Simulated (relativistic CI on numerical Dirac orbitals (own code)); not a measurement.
Energy levels of Te19+

Calculated at this level of theory: Dirac-Coulomb-Breit CI, orbitals from a KLI potential per configuration, model QED (radiative potential, 1s self-energy scaled to tabulated hydrogen-like ionisation energies), unscaled Slater integrals (own radial code, finite nucleus).

Configurations in the expansion (outside the closed core [Ar] 3d10): 4s2 4p3, 4s 4p4, 4p5, 4s2 4p2 4d, 4s 4p3 4d, 4s2 4p2 4f, 4s 4p3 4f, 4p4 4d, 4s 4p2 4d2, 4s2 4p 4d 4f, 4p4 4f, 4s2 4p2 5s, 4s2 4p 4d2, 4s2 4d3, 4s 4p 4d3, 4s2 4d2 4f, 4s 4p 4d2 4f, 4s2 4d2 5s, 4p3 4d2, 4p2 4d3, 4p2 4d2 4f, 4p2 4d2 5s. Double excitations out of closed p, d and f shells are left out; levels of such configurations are missing from the list, as are those of other unlisted configurations, and high levels can miss mixing partners.

The lowest level is 4s2 4p3 4S°_3/2, with 47 % of that term; Hund's rules for 4s2 4p3 give 4S° with J = 3/2, in agreement.

| No. | Configuration | Term | J | E (cm⁻¹) | % | Landé g | Lifetime (s) |
| --- | --- | --- | --- | --- | --- | --- | --- |
| 1 | 4s2 4p3 | 4S° | 3/2 | 0 | 47 | 1.551 |  |
| 2 | 4s2 4p3 | 2D° | 3/2 | 83409 | 53 | 1.321 | 7.98e-05 |
| 3 | 4s2 4p3 | 2D° | 5/2 | 106880 | 98 | 1.199 | 3.91e-04 |
| 4 | 4s2 4p3 | 2P° | 1/2 | 140206 | 98 | 0.664 | 5.82e-05 |
| 5 | 4s2 4p3 | 2P° | 3/2 | 223004 | 59 | 1.259 | 2.21e-05 |
| 6 | 4s 4p4 | 4P | 5/2 | 448031 | 81 | 1.547 | 1.35e-10 |
| 7 | 4s 4p4 | 4P | 3/2 | 501785 | 62 | 1.494 | 5.55e-11 |
| 8 | 4s 4p4 | 4P | 1/2 | 508014 | 65 | 2.464 | 5.83e-11 |
| 9 | 4s 4p4 | 2D | 3/2 | 564498 | 46 | 1.140 | 5.16e-11 |
| 10 | 4s 4p4 | 2D | 5/2 | 591320 | 72 | 1.249 | 6.59e-11 |
| 11 | 4s2 4p2 4d | 4F | 3/2 | 631836 | 34 | 0.826 | 6.75e-11 |
| 12 | 4s 4p4 | 2P | 1/2 | 635937 | 34 | 1.469 | 1.85e-11 |
| 13 | 4s 4p4 | 2P | 3/2 | 650820 | 43 | 1.007 | 1.97e-11 |
| 14 | 4s2 4p2 4d | 4F | 5/2 | 664856 | 42 | 1.158 | 4.76e-11 |
| 15 | 4s2 4p2 4d | 2F | 5/2 | 706621 | 59 | 0.942 | 3.96e-10 |
| 16 | 4s2 4p2 4d | 4D | 1/2 | 711896 | 70 | 0.412 | 1.10e-10 |
| 17 | 4s2 4p2 4d | 4F | 7/2 | 720549 | 75 | 1.194 | 1.43e-09 |
| 18 | 4s2 4p2 4d | 4D | 3/2 | 726224 | 56 | 1.049 | 1.99e-11 |
| 19 | 4s2 4p2 4d | 4D | 7/2 | 726934 | 46 | 1.257 | 8.37e-09 |
| 20 | 4s2 4p2 4d | 4F | 9/2 | 747354 | 62 | 1.250 | 8.57e-04 |
| 21 | 4s 4p4 | 2P | 1/2 | 748045 | 34 | 1.031 | 1.83e-11 |
| 22 | 4s2 4p2 4d | 4D | 5/2 | 757304 | 39 | 1.188 | 2.27e-11 |
| 23 | 4s2 4p2 4d | 2P | 3/2 | 774412 | 45 | 1.220 | 5.48e-12 |
| 24 | 4s2 4p2 4d | 2G | 7/2 | 794210 | 59 | 1.041 | 3.51e-11 |
| 25 | 4s2 4p2 4d | 4P | 5/2 | 802476 | 55 | 1.449 | 3.17e-12 |
| 26 | 4s2 4p2 4d | 4P | 3/2 | 809006 | 43 | 1.424 | 3.54e-12 |
| 27 | 4s2 4p2 4d | 4P | 1/2 | 810873 | 44 | 1.999 | 3.29e-12 |
| 28 | 4s2 4p2 4d | 2D | 3/2 | 829729 | 71 | 0.932 | 8.94e-12 |
| 29 | 4s2 4p2 4d | 2F | 7/2 | 837531 | 49 | 1.216 | 2.55e-10 |
| 30 | 4s2 4p2 4d | 2D | 5/2 | 849882 | 65 | 1.108 | 3.03e-12 |
| 31 | 4s2 4p2 4d | 2G | 9/2 | 850144 | 61 | 1.193 | 4.83e-05 |
| 32 | 4s2 4p2 4d | 2P | 1/2 | 855545 | 52 | 1.021 | 3.45e-12 |
| 33 | 4s2 4p2 4d | 2P | 1/2 | 876282 | 71 | 1.045 | 5.09e-12 |
| 34 | 4s2 4p2 4d | 2D | 3/2 | 888613 | 52 | 1.075 | 3.04e-12 |
| 35 | 4s2 4p2 4d | 2D | 5/2 | 896265 | 36 | 1.163 | 2.77e-12 |
| 36 | 4s2 4p2 4d | 2D | 5/2 | 914142 | 85 | 1.204 | 6.11e-11 |
| 37 | 4s2 4p2 4d | 2F | 7/2 | 926530 | 87 | 1.127 | 2.37e-12 |
| 38 | 4s2 4p2 4d | 2P | 3/2 | 937126 | 57 | 1.176 | 3.60e-12 |
| 39 | 4s2 4p2 4d | 2S | 1/2 | 940041 | 46 | 1.886 | 3.55e-12 |
| 40 | 4s2 4p2 4d | 2D | 3/2 | 972483 | 79 | 0.909 | 3.08e-12 |
| 41 | 4s2 4p2 4d | 2D | 5/2 | 986174 | 55 | 1.096 | 2.66e-12 |
| 42 | 4p5 | 2P° | 3/2 | 1011932 | 70 | 1.332 | 2.55e-11 |
| 43 | 4s 4p3 4d | 6D° | 1/2 | 1044824 | 82 | 3.143 | 3.57e-10 |
| 44 | 4s 4p3 4d | 6D° | 5/2 | 1047118 | 72 | 1.541 | 2.48e-10 |
| 45 | 4s 4p3 4d | 6D° | 3/2 | 1047280 | 80 | 1.752 | 1.63e-10 |
| 46 | 4s 4p3 4d | 6D° | 7/2 | 1050035 | 70 | 1.504 | 4.71e-10 |
| 47 | 4s 4p3 4d | 6D° | 9/2 | 1061634 | 79 | 1.502 | 7.57e-10 |
| 48 | 4s 4p3 4d | 4F° | 3/2 | 1096791 | 51 | 0.748 | 8.15e-11 |
| 49 | 4s 4p3 4d | 4D° | 5/2 | 1103697 | 42 | 1.299 | 7.61e-11 |
| 50 | 4p5 | 2P° | 1/2 | 1106809 | 64 | 0.668 | 2.75e-11 |
| 51 | 4s 4p3 4d | 4D° | 7/2 | 1134235 | 46 | 1.348 | 1.11e-10 |
| 52 | 4s 4p3 4d | 4G° | 5/2 | 1140940 | 44 | 0.876 | 6.68e-11 |
| 53 | 4s 4p3 4d | 4D° | 3/2 | 1142466 | 58 | 1.009 | 1.01e-10 |
| 54 | 4s 4p3 4d | 4D° | 1/2 | 1143994 | 85 | 0.202 | 1.26e-10 |
| 55 | 4s 4p3 4d | 4F° | 5/2 | 1151415 | 47 | 1.039 | 5.70e-11 |
| 56 | 4s 4p3 4d | 4G° | 7/2 | 1156441 | 33 | 1.197 | 1.11e-10 |
| 57 | 4s 4p3 4d | 4F° | 7/2 | 1163307 | 62 | 1.212 | 3.89e-11 |
| 58 | 4s 4p3 4d | 2S° | 1/2 | 1163510 | 35 | 1.617 | 3.42e-11 |
| 59 | 4s 4p3 4d | 4G° | 9/2 | 1174406 | 57 | 1.254 | 1.23e-10 |
| 60 | 4s 4p3 4d | 4D° | 1/2 | 1180988 | 65 | 0.655 | 2.57e-11 |
| 61 | 4s 4p3 4d | 4F° | 9/2 | 1187881 | 82 | 1.316 | 1.19e-10 |
| 62 | 4s 4p3 4d | 2G° | 7/2 | 1194652 | 51 | 1.047 | 4.96e-11 |
| 63 | 4s 4p3 4d | 4D° | 3/2 | 1200776 | 65 | 1.167 | 1.75e-11 |
| 64 | 4s 4p3 4d | 2D° | 5/2 | 1202367 | 26 | 1.167 | 1.23e-11 |
| 65 | 4s 4p3 4d | 4P° | 3/2 | 1206359 | 43 | 1.505 | 1.38e-11 |
| 66 | 4s 4p3 4d | 4G° | 11/2 | 1207415 | 95 | 1.272 | 1.09e-10 |
| 67 | 4s 4p3 4d | 2G° | 9/2 | 1216165 | 67 | 1.153 | 1.12e-10 |
| 68 | 4s 4p3 4d | 4P° | 1/2 | 1238598 | 49 | 2.139 | 1.89e-11 |
| 69 | 4s 4p3 4d | 4P° | 5/2 | 1239155 | 48 | 1.392 | 5.03e-12 |
| 70 | 4s 4p3 4d | 4F° | 3/2 | 1240839 | 64 | 0.614 | 1.99e-11 |

Energies count from the lowest computed level; ° marks odd parity; lifetimes are radiative, by E1, M1, E2, M2, E3 decay to levels of this space only.

The mean weight of the leading LS term, summed over parents, in these 70 levels is 59 %, and that of the leading jj configuration (from the same eigenvectors) 60 %.

At this charge energies of transitions that change n are usually good to better than 1 %, and those within a shell (Δn = 0) to a few per cent.

LS names give the leading component of a level, which can be under half, so a name can repeat, a term be missing and a line seem to break the LS rules.
